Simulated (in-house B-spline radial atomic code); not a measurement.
The numbers below are computed, except where a source is named.
**Sc in an electron gas of r_s = 3.3: phase shifts, screening and friction**

A nucleus sits in a uniform electron gas with a rigid positive background. The Kohn-Sham equations are solved self-consistently in the spin-unpolarised LDA (PW92), non-relativistic, on B-splines with outgoing waves at the boundary and partial waves to l = 8. The model has no lattice, no bands and no magnetic solution. Atomic units; δ_l are the phase shifts at the Fermi level, counted so that each bound state adds π, and good to about 0.0005. A narrow, partly filled d or f resonance in a thin gas would split by spin, so such rows rest on a solution that is probably unstable.

The density parameter is r_s = 3.3 bohr.

```tsv
l	δ_l (rad)
0	9.4754
1	6.4630
2	0.8663
3	-0.0262
4	-0.0032
5	-0.0002
6	-0.0003
7	-0.0002
8	-0.0002
```

Bound levels below the band bottom (hartree): s -159.8, s -16.82, p -13.85, s -1.624, p -0.8743.

Q: Check the Friedel sum rule, and say where the screening charge sits.

A: k_F = (9π/4)^(1/3)/r_s = 0.58156. The rule is Z = (2/π) Σ (2l + 1) δ_l. The terms are s 6.032, p 12.343, d 2.758, f -0.117 and -0.026 beyond, in all 20.990 against Z = 21. Bound states hold 6 s, 12 p, 0 d electrons, so the scattering states carry 2.99 in all.

Q: Find the transport cross section and the electronic stopping of a 5 keV Sc ion (mass 44.96 u).

A: σ_tr = (4π/k_F²) Σ (l + 1) sin²(δ_l − δ_(l+1)). The terms for l = 0 to 3 are 0.0166, 0.8035, 1.8189, 0.0021, all together 2.6411, so σ_tr = 37.155 × 2.6411 = 98.129 bohr². With n = 3/(4π r_s³) = 0.006643, the friction coefficient is Q = n k_F σ_tr = 0.3791. For v well below v_F = 0.582, dE/dx = Q v; with 24801 eV per u at v = 1, v = √(5000/(24801 × 44.96)) = 0.0670, so dE/dx = 0.02539 hartree/bohr = 13.1 eV/nm. The largest term couples the d and f waves.
